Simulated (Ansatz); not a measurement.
HISe (SMILES [SeH]I) moved off its minimum; all values from Ansatz (an electronic-structure program), cores frozen in correlated methods. Elements past Kr take the def2 small-core potentials, without spin–orbit coupling.
(charge 0, multiplicity 1)
```xyz
3

Se    -0.9626    -0.7800     1.1005
H     -1.7834    -1.1838    -0.1222
I      0.4418     0.4226    -0.6667
```

Question: Give the forces (eV/Å), the total energy and the dipole at CCSD(T)/def2-TZVPPD.

Answer: 
```tsv
atom	Fx	Fy	Fz
Se1	-0.488	-0.154	-1.375
H2	0.266	0.025	1.191
I3	0.223	0.129	0.184
```
Energy -2697.4356 hartree, dipole 0.70 D.
